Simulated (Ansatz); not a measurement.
`C[Si](C)(C)[Al]([F])[F]` and `C[Si](C)(C)[Ga]([Cl])[Cl]` differ in one atom or group.

Ansatz, PBE0-D4/def2-TZVP geometries, multiplicity 1. Each molecule was computed in one conformer, which needn't be the lowest.

Scalar relativity is left out up to krypton.

```tsv
property	`C[Si](C)(C)[Al]([F])[F]`
HOMO–LUMO gap (PBE0/def2-TZVPP) / eV	6.57
LUMO energy (PBE0/def2-TZVPP) / eV	-1.08
LUMO energy (ωB97M-V/def2-TZVPP) / eV	0.53
HOMO energy (PBE0/def2-TZVPP) / eV	-7.66
LUMO energy (B3LYP/def2-TZVPP) / eV	-1.28
size of the dipole moment (B3LYP/def2-TZVPP) / D	3.21
```

Question: Give the same properties after the change, and the shifts. (Best estimate.)

Answer: Ansatz gave: 
| property | `C[Si](C)(C)[Ga]([Cl])[Cl]` | shift |
| --- | --- | --- |
| HOMO–LUMO gap (PBE0/def2-TZVPP) / eV | 6.00 | -0.57 |
| LUMO energy (PBE0/def2-TZVPP) / eV | -1.66 | -0.58 |
| LUMO energy (ωB97M-V/def2-TZVPP) / eV | 0.04 | -0.49 |
| HOMO energy (PBE0/def2-TZVPP) / eV | -7.66 | 0.00 |
| LUMO energy (B3LYP/def2-TZVPP) / eV | -1.87 | -0.59 |
| size of the dipole moment (B3LYP/def2-TZVPP) / D | 4.52 | 1.31 |

Dipoles are sizes alone; their direction can turn.

B3LYP here is the variant with VWN-RPA as its local correlation; programs differ in this.
